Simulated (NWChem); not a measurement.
System: SiAsH₃F₂; SMILES F[SiH](F)[AsH2]

NWChem input:

```
start job
memory heap 200 mb stack 900 mb global 1100 mb
geometry units angstroms noautoz
  Si     0.354800     1.003595     0.000000
  F     -0.352505     1.664163     1.314408
  F     -0.352505     1.664163    -1.314408
  As    -0.114974    -1.314710     0.000000
  H      1.790364     1.428038     0.000000
  H      0.948079    -1.505941    -1.100802
  H      0.948079    -1.505941     1.100802
end
basis spherical
  Si library 6-31g*
  F library 6-31g*
  As library 6-31g*
  H library 6-31g*
end
dft
  xc m05-2x
  iterations 150
  mulliken
end
task dft energy
```

Geometry: optimised at PBE-D3(BJ)/def2-SVP.

**Question.** What results follow from this input? (M05-2X/6-31G* (spherical d).) Quantities: energy (Ha); highest occupied level (eV); orbital gap (eV); dipole (D).

**Answer.** 
```yaml
energy (Ha): -2726.56
highest occupied level (eV): -9.25
orbital gap (eV): 10.19
dipole (D): 2.16
```
